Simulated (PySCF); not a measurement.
Working out the ionisation energy of Ni

Ni [Ar] 3d8 4s2 (3F) → Ni⁺ [Ar] 3d9 (2D). Computed with PySCF 2.14 in x2c-SVPall, with scalar relativity by spin-free X2C-1e. Frozen: [Ar]. Energies in hartree (1 hartree = 27.21139 eV):

```
             part    Ni (lower)   Ni⁺ (upper)
              UHF  -1518.832768  -1518.532645
MP2 opposite-spin     -0.126224     -0.154492
    MP2 same-spin     -0.068475     -0.094030
```

Q: What does Hartree-Fock give?

A: (-1518.532645) − (-1518.832768) = 0.300123 hartree = 8.167 eV.

Q: What do MP2 and SCS-MP2 (6/5 opposite-spin, 1/3 same-spin) give?

A: The opposite-spin parts differ by -0.769 eV and the same-spin parts by -0.695 eV. MP2: 8.167 + (-0.769) + (-0.695) = 6.703 eV. SCS-MP2: 8.167 + 1.2 × (-0.769) + (-0.695)/3 = 7.013 eV.

Reference: 7.640 eV (measured; NIST Atomic Spectra Database, ionization energies), between the lowest levels; spin-orbit coupling is absent from the calculation.

A double-zeta basis recovers only part of the correlation energy.

What remains against the reference includes basis incompleteness, the frozen core and correlation beyond second order.
